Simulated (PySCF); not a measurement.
**Hg(OH)2 at several levels of theory**

Computed with PySCF 2.14.0 (density fitting, no spin-orbit coupling) at the geometry relaxed with PBE0:

```xyz
5
Hg(OH)2 (singlet)
Hg    0.0000    0.0000    0.6931
O     1.9372    0.2962    0.7785
H     2.3799   -0.2829    0.1470
O    -1.9372   -0.2962    0.7785
H    -2.3799    0.2829    0.1470
```

```tsv
level	basis	state	HOMO (eV)	gap (eV)	charge on Hg1 (e)	dipole about the centre of mass (D)	largest force component (eV/Å)
PBE0	Hg def2-SVP with ECP60, O def2-SVP, H def2-SVP	singlet	-8.02	7.08	0.60	1.99	0.03
wB97X	the same	singlet	-10.46	11.64	0.63	2.02	0.09
B3LYP	the same	singlet	-7.71	6.45	0.56	1.95	0.25
```

Charges are Mulliken's, which hang on the basis. The relaxation used the grid (50, 194), these runs (75, 302) or, all-electron (x2c bases, spin-free X2C Hamiltonian), (99, 590).

What does PBE0 with Hg def2-TZVP with ECP60, O def2-TZVP, H def2-TZVP give here?

state singlet, HOMO (eV) -8.33, gap (eV) 7.15, charge on Hg1 (e) 0.76, dipole about the centre of mass (D) 2.01, largest force component (eV/Å) 0.10. Time: 16 s on 2 threads of Intel(R) Xeon(R) Processor @ 2.50GHz (Skylake/Cascade Lake) (shared host), from free ions and atoms.

In the first row's basis the gap widens with exact exchange: 6.5 to 7.1 eV for B3LYP, PBE0 (a fixed share); 11.6 eV for wB97X (rising or full at long range).
